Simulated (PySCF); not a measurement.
ethynyl anion (C2H), SMILES [C-]#C, charge -1. Atoms are numbered in the order given.

```xyz
3

C      0.0000     0.0000     0.7560
C      0.0000     0.0000    -0.4938
H      0.0000     0.0000    -1.5731
```
Charge -1, spin multiplicity 1.

Geometry optimised at PBE-D3(BJ)/def2-TZVPD.

These are PySCF with PBE0/pcJ-2 values and carry that method's errors.

Isotropic couplings with Fermi-contact, spin-dipole and both spin-orbit terms, one fixed conformer, no vibrational averaging. Isotopes: 13C, 1H.

Q: Estimate the spin–spin coupling constants. (Estimate from the structure and the level; the computed values follow.)

A: 
```csv
pair,bonds apart,J (Hz)
C1–C2,1,47.0
C2–H3,1,189.8
C1–H3,2,18.1
```
